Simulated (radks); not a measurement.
Rb V, 33 electrons, occupied as [Ar] 3d10 4s2 4p3 (the NIST ground configuration).

Method: Dirac Kohn-Sham, PBE, spin-unpolarised, spherical densities, point nucleus; open shells are shared between the two j in proportion to 2j + 1; computed with a radial shooting solver on a logarithmic mesh with Libxc functionals.

Energy parts (Ry):
part                        energy
total                  -5953.67936
kinetic                 6123.72688
electron-nucleus      -14250.79203
Hartree                 2371.82924
exchange-correlation    -198.44345

Orbitals (lengths in bohr, moments of r in powers of bohr; r(90%) holds 90 % of the orbital's charge):
| orbital | occ. | eigenvalue (Ry) | r(90%) | <1/r> | <r> | <r^4> |
|---|---|---|---|---|---|---|
| 1s1/2 | 2 | -1108.513 | 0.0721 | 37.88 | 0.04029 | 0.00001234 |
| 2s1/2 | 2 | -151.4329 | 0.275 | 8.504 | 0.1775 | 0.002397 |
| 2p1/2 | 2 | -137.7171 | 0.249 | 8.474 | 0.1522 | 0.001631 |
| 2p3/2 | 4 | -133.2481 | 0.255 | 8.162 | 0.1563 | 0.001780 |
| 3s1/2 | 2 | -25.74428 | 0.757 | 2.826 | 0.5099 | 0.1404 |
| 3p1/2 | 2 | -20.82721 | 0.777 | 2.714 | 0.5108 | 0.1554 |
| 3p3/2 | 4 | -20.15424 | 0.793 | 2.640 | 0.5212 | 0.1680 |
| 3d3/2 | 4 | -11.54970 | 0.847 | 2.409 | 0.5204 | 0.2252 |
| 3d5/2 | 6 | -11.43498 | 0.852 | 2.390 | 0.5241 | 0.2312 |
| 4s1/2 | 2 | -5.76820 | 1.97 | 0.9882 | 1.361 | 6.497 |
| 4p1/2 | 1 | -4.50722 | 2.20 | 0.8848 | 1.501 | 9.978 |
| 4p3/2 | 2 | -4.42051 | 2.24 | 0.8680 | 1.525 | 10.61 |

The highest occupied level is 4p3/2 at -60.144 eV. The density falls to 0.001 e/bohr^3 at r = 3.04 bohr. Summed over all electrons, <r^2> = 18.09 bohr^2, which gives a Langevin (diamagnetic) susceptibility term of -14.3 x 10^-6 cm^3/mol.
